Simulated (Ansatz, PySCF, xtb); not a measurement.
Pair of molecules: H4O2Si (SMILES O[SiH2]O) (first 7 atoms) with NH3 (SMILES N); geometry from B3LYP-D3(BJ)/def2-TZVP, rigid monomers moved along the line of their centres of mass till H4···N8 is 2.54 Å.
(charge 0, multiplicity 1):
```xyz
11

O     -0.04743     1.04060     1.31714
Si    -0.63689     0.35663    -0.03989
O      0.39431     0.50732    -1.31815
H      0.11140     0.46930     2.10348
H     -1.86126     1.04051    -0.49612
H     -0.91253    -1.08148     0.23563
H      1.31176     0.25787    -1.18256
N      0.42839    -0.83965     4.25855
H      0.09694    -1.77821     4.06465
H      1.38853    -0.91030     4.57613
H     -0.12318    -0.47118     5.02546
```

Interaction energies are E(AB) − E(A) − E(B) at the monomers' geometry in the complex; basis-set methods are counterpoise corrected. Rows marked so take none.

Rows in 6-311+G** carry no dispersion term and start afresh at each structure.

Run with Ansatz (a first-principles code) with Gaussian orbitals; PySCF for 6-311+G** rows; xtb for the GFN methods. Each number belongs to the level named beside it.

Task: What is the computed interaction energy (wB97X-V/def2-TZVPPD)?

Result: -5.9 kcal/mol

Task: Predict the interaction energy from B3LYP/6-311+G** (no counterpoise).

Result: -6.2 kcal/mol

Task: Give the interaction energy at the level GFN1-xTB.

Result: -3.6 kcal/mol
